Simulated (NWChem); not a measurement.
CH₃FGe, singlet; SMILES [CH3][Ge][F]

Results from NWChem. Low-valent species are run as closed-shell singlets; no triplet was tried in these runs. All runs use the structure optimised with PBE0/def2-SVP. Vertical excitations in the gas phase; the lowest state need not have the same character in each row.

```json
[
 {"level": "PBE/def2-SVPD, full TDDFT", "lowest excitation, singlet (eV)": "3.02", "oscillator strength of that lowest state": "0.019", "lowest state with f > 0.02, singlet (eV)": "5.67", "oscillator strength of that bright state": "0.069", "orbital gap (eV)": "2.56"},
 {"level": "B3LYP/def2-SVPD, full TDDFT", "lowest excitation, singlet (eV)": "3.11", "oscillator strength of that lowest state": "0.021", "lowest state with f > 0.02, singlet (eV)": "3.11", "oscillator strength of that bright state": "0.021", "orbital gap (eV)": "4.07"},
 {"level": "PBE0/def2-SVPD, full TDDFT", "lowest excitation, singlet (eV)": "3.17", "oscillator strength of that lowest state": "0.024", "lowest state with f > 0.02, singlet (eV)": "3.17", "oscillator strength of that bright state": "0.024", "orbital gap (eV)": "4.50"}
]
```
